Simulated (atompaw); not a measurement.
B (Z = 5) PAW (atompaw): all-electron and pseudo phase curves

* Element: B
* Generator: atompaw 4.2.0.5
* Type: PAW
* Functional: PBE
* Relativity: scalar-relativistic
* Frozen core: [He]
* Valence charge: 3
* Reference configuration: 2s2 2p1
* Partial waves: 2s (bound): rc 3.00 bohr; 2s channel at 2.05 Ry: rc 1.20 bohr; 2p (bound): rc 3.00 bohr; 2p channel at 0.75 Ry: rc 3.00 bohr
* Local potential: vpsmatchnc scheme with l = 2 at -0.5 Ry, radius 2.65 bohr
* Core correction: smooth core density matched at 2.15 bohr
* Augmentation charge: besselshape compensation charge, radius 2.44 bohr; PAW radius 3.00 bohr; waves and projectors: custom polynom2 7 10 vanderbiltortho

The phase is arctan(r·u′/u) with u = r·R(r), unwrapped; energies in Ry, scanned from -3 to 5 Ry. A pole is an energy at which the radial function vanishes at the test radius. The pseudo phase is shifted by a multiple of π to meet the all-electron one at the reference energy, and phase errors are pseudo minus all-electron; the curves can meet again beyond the range given. Levels narrower than the energy grid can be missing from the lists of poles.

For each channel, where are the poles, and over which energies does the pseudopotential scatter like the atom?

```tsv
channel	radius (bohr)	reference energy (Ry)	poles, all-electron	poles, pseudo	unbroken range about the reference energy with phases within 0.05 rad	phase error 1 Ry above the reference energy (rad)
s	3.02	-0.69	-0.39, 3.73	-0.38, 3.96	below 4.8	+0.013
p	3.02	-0.27	0.10, 3.53	0.10, 4.08	below 1.4	+0.000
```

Phases in the s channel:

```csv
E (Ry),all-electron,pseudo
-3.00,1.360,1.364
-2.52,1.334,1.339
-2.04,1.293,1.299
-1.56,1.212,1.221
-1.08,0.906,0.921
-0.60,-1.336,-1.335
-0.12,-1.701,-1.693
0.36,-1.856,-1.842
0.84,-2.088,-2.064
1.32,-2.844,-2.795
1.80,-4.085,-4.082
2.28,-4.451,-4.450
2.76,-4.586,-4.581
3.24,-4.660,-4.649
3.72,-4.711,-4.694
4.20,-4.755,-4.728
4.68,-4.798,-4.757
```
